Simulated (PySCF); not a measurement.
NMR data simulated for an unnamed compound:

1H NMR (400 MHz, computed): δ 4.69 (m, 1H), 4.55 (m, 1H), 4.52 (m, 1H), 4.31 (m, 1H), 4.21 (m, 1H), 3.49 (m, 1H), 3.43 (m, 1H), 1.23 (m, 1H), 0.72 (m, 1H).

13C{1H} NMR (computed): δ 130.8 (C), 73.9 (CH2), 71.7 (CH2), 68.0 (CH), 12.9 (CH2).

A single conformation, no relativistic terms, in vacuum, equivalent nuclei averaged. NMR shieldings at PBE0/pcSseg-1/GIAO; GFN2-xTB structure; PySCF 2.14.

Referencing at the same level of theory: 1H (31.72 ppm), 13C (186.93 ppm) against TMS.

Problem. Which of these does the molecule contain: a C≡C triple bond, a (CH3)2CH unit, a non-aromatic C=C double bond, a Si–H bond, a CF3 group?

Solution. 
- A C≡C triple bond: no.
- A (CH3)2CH unit: no.
- A non-aromatic C=C double bond: no.
- A Si–H bond: yes (δH 4.31 (m), 4.55 (m)).
- A CF3 group: yes (δC 130.8).

The data belong to `FC(F)(F)O[C@H]1COCC[SiH2]1`, C5H9F3O2Si; they needn't prove each group on their own.

Carbon signals by region: 1 in the sp2 and nitrile region (100–160 ppm), 3 at 50–100 ppm, 1 below 50 ppm.

Splittings by 19F in the carbon and heteronuclear signals aren't shown, as no couplings were computed. Shifts are as computed. Against solution values, carbons near 30 ppm lie about +3 ppm off and those near 130 ppm about +5 ppm. Of 1211 compounds with measured shifts, 218 miss one by over three times the rms of a fit or turn the order of signals round; such compounds aren't used in these exercises. Multiplicities follow the n + 1 count of equivalent neighbours, as no J values were calculated; m marks all less simple cases, F and P coupling included.
